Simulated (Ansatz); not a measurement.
`C[O][Zr]([NH2])([OH])[F]` and `C[O][Zr]([OH])([F])[Se]C` differ in one atom or group.

Ansatz, PBE0-D4/def2-TZVP geometries, multiplicity 1. Each molecule was computed in one conformer, which needn't be the lowest.

Elements past krypton have def2 core potentials. Scalar relativity is left out up to krypton.

```json
{"property": "size of the dipole moment (ωB97M-V/def2-TZVPP) / D", "`C[O][Zr]([NH2])([OH])[F]`": "2.71"}
{"property": "LUMO energy (B3LYP/def2-TZVPP) / eV", "`C[O][Zr]([NH2])([OH])[F]`": "-0.49"}
{"property": "HOMO–LUMO gap (B3LYP/def2-TZVPP) / eV", "`C[O][Zr]([NH2])([OH])[F]`": "6.47"}
{"property": "HOMO energy (PBE0/def2-TZVPP) / eV", "`C[O][Zr]([NH2])([OH])[F]`": "-7.20"}
{"property": "HOMO energy (PBE/def2-TZVPP) / eV", "`C[O][Zr]([NH2])([OH])[F]`": "-5.78"}
{"property": "LUMO energy (PBE/def2-TZVPP) / eV", "`C[O][Zr]([NH2])([OH])[F]`": "-0.88"}
```

**Question.** Give the same properties after the change, and the shifts. (Estimate.)

**Answer.** Ansatz gave: 
```tsv
property	`C[O][Zr]([OH])([F])[Se]C`	shift
size of the dipole moment (ωB97M-V/def2-TZVPP) / D	3.22	0.51
LUMO energy (B3LYP/def2-TZVPP) / eV	-1.01	-0.52
HOMO–LUMO gap (B3LYP/def2-TZVPP) / eV	5.19	-1.28
HOMO energy (PBE0/def2-TZVPP) / eV	-6.43	0.77
HOMO energy (PBE/def2-TZVPP) / eV	-5.32	0.46
LUMO energy (PBE/def2-TZVPP) / eV	-1.63	-0.75
```

With PBE0 the HOMO rises by 0.77 eV and the LUMO falls by 0.59 eV, so the gap narrows by about 1.36 eV. PBE moves the HOMO by 0.46 eV and ωB97M-V by 1.04 eV. Dipoles are sizes alone; their direction can turn.

B3LYP here is the variant with VWN-RPA as its local correlation; programs differ in this.

Spin–orbit coupling is left out; it splits and shifts lone-pair levels of the heavy atoms by tenths of an eV.
